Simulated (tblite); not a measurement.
Compound: C7H12BN.
InChI=1S/C7H12BN/c1-6-4-3-5-9(8)7(6)2/h3-5H,1-2,8H3

All values are computed: GFN2-xTB (tblite) harmonic vibrations without scaling, gas phase. This tight-binding method is rough: wavenumbers can miss measured ones by several per cent, in bad cases by 10 to 20. Modes of hydrogen on boron can be 10 to 20 % off.

**Question.** How many normal modes are there?

**Answer.** 21 atoms, non-linear: 3N − 6 = 57.

**Question.** What is the point group of the computed structure, and how do the modes divide by symmetry?

**Answer.** Cs. The vibrations span 36 a′ + 21 a″.

**Question.** How many distinct wavenumbers does the calculation give?

**Answer.** 57: Cs has no degenerate species.

**Question.** How many fundamentals are allowed in the infrared by symmetry?

**Answer.** 57 of 57: in Cs every mode is allowed. All fundamentals are allowed in the Raman spectrum.

**Question.** What thermal excitation has the softest real mode at 200 K?

**Answer.** θ = hcν̃/k = 113 K for 78.8 cm⁻¹, so N1/N0 = 0.57 and ⟨v⟩ = 1/(exp(θ/T) − 1) = 1.3.
